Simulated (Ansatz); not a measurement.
Correlation energies of C2H8GeSi (`[SiH3]/C=[CH]/[GeH3]`) by basis set

```xyz
12

Si    0.115    2.319    0.163
C    -0.386    0.551   -0.145
C     0.393   -0.492    0.150
Ge   -0.118   -2.340   -0.166
H     1.475    2.334    0.766
H     0.128    3.092   -1.108
H    -0.843    2.985    1.086
H    -1.365    0.362   -0.588
H     1.372   -0.310    0.593
H    -1.523   -2.353   -0.790
H    -0.129   -3.128    1.156
H     0.881   -3.019   -1.119
```

Total charge 0; spin multiplicity 1. Correlated methods include outer-core shells of Ge, which these sets cover unevenly. Scalar relativity is left out up to krypton. Geometry: relaxed with PBE0-D4/def2-TZVP. Frozen core, restricted reference, the Gaussian-basis code of Ansatz.

```json
{"basis": "def2-SVP", "HF (Eh)": "-2444.24455", "MP2 corr.": "-0.60433"}
{"basis": "def2-TZVPP", "HF (Eh)": "-2444.69891", "MP2 corr.": "-0.71628"}
{"basis": "def2-QZVPP", "HF (Eh)": "-2444.75360", "MP2 corr.": "-1.00948"}
```

(1) Estimate the CCSD correlation energy and the (T) correction in each basis where they were run (hartree).

## Answers

(1) 
```tsv
basis	CCSD corr.	(T)
def2-SVP	-0.65677	-0.02138
def2-TZVPP	-0.76626	-0.03085
```
